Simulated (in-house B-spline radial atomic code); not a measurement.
Radial electron density of Lu15+, [Kr] 4d10 4f10. Level of theory: scalar-relativistic (X2C) PW91, spin-polarised, spherical fractional occupations, Fermi nucleus of rms radius 5.37 fm; calculated with an all-electron radial atomic-structure program (B-spline basis).

One-electron X2C: radii and densities carry no picture-change correction, so inner-shell <1/r> comes out high (for 1s by about 2 % at Z = 33, 5 % at 54, 10 % at 75, 30 % at 118) and <r> low.

Columns: r (bohr), 4πr²n(r) (electrons per bohr), bar.

```
0.000411    2.946 #
0.000496    3.856 #
0.000599    5.039 ##
0.000724    6.572 ##
0.000874    8.527 ###
 0.00106    11.09 ####
 0.00128    14.26 #####
 0.00154    18.15 ######
 0.00186    23.06 ########
 0.00225    29.09 ##########
 0.00271    36.13 ############
 0.00328    44.54 ###############
 0.00396    53.92 ##################
 0.00478    64.06 ######################
 0.00578    74.51 ##########################
 0.00698    84.27 #############################
 0.00843    92.33 ################################
  0.0102    97.57 #################################
  0.0123    98.99 ##################################
  0.0148    96.61 #################################
  0.0179     91.4 ###############################
  0.0217    86.08 ##############################
  0.0262    84.64 #############################
  0.0316     90.1 ###############################
  0.0382    102.9 ###################################
  0.0461    118.3 #########################################
  0.0557    128.3 ############################################
  0.0672    126.1 ###########################################
  0.0812    112.9 #######################################
  0.0981    100.2 ##################################
   0.118      100 ##################################
   0.143    111.1 ######################################
   0.173    115.7 ########################################
   0.209     99.5 ##################################
   0.252    72.03 #########################
   0.304    56.24 ###################
   0.368       60 #####################
   0.444     66.3 #######################
   0.536    58.49 ####################
   0.648    38.74 #############
   0.782    19.57 #######
   0.945    7.579 ###
    1.14    2.293 #
    1.38   0.5097 
    1.67  0.07809 
    2.01 0.007539
```

On this grid the curve has 4 maxima, near 0.0123, 0.0557, 0.173, 0.444 bohr.

The 4f down radial function P(r) = rR(r), positive near the nucleus:

| r (bohr) | P |
| --- | --- |
| 0.0262 | 0.002392 |
| 0.0382 | 0.00865 |
| 0.0557 | 0.02911 |
| 0.0812 | 0.08854 |
| 0.118 | 0.2337 |
| 0.173 | 0.5282 |
| 0.252 | 0.9434 |
| 0.368 | 1.293 |
| 0.536 | 1.297 |
| 0.782 | 0.9142 |
| 1.14 | 0.4066 |
| 1.67 | 0.08764 |
